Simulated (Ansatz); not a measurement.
```yaml
crystal:
  periodic: [false, false, false]
  atoms:
    - {symbol: S, position_ang: [0.495193, -0.808269, 1.178667]}
    - {symbol: Sb, position_ang: [-0.166560, 0.212099, -0.920531]}
    - {symbol: H, position_ang: [0.965916, -1.912349, 0.578253]}
    - {symbol: H, position_ang: [-1.710939, 0.685248, -0.357827]}
    - {symbol: H, position_ang: [0.466390, 1.749572, -0.519962]}
basis:
  gaussian: {orbitals: x2c-TZVPPall}
hamiltonian: {xc: {name: wB97X}}
scf: {max_iter: 3}
output: {forces: true}
```

```sh
$ ansatz run in.yaml --threads 2 --pin off --events-out ev --progress --plain --max-ram 4352MiB
```

Output, abridged:

```
Error: invalid value for `basis.gaussian`: such a run doesn't read scf.max_iter; remove what it names
```

In this input the input holds a key that doesn't belong there. The input was rejected before any iteration.
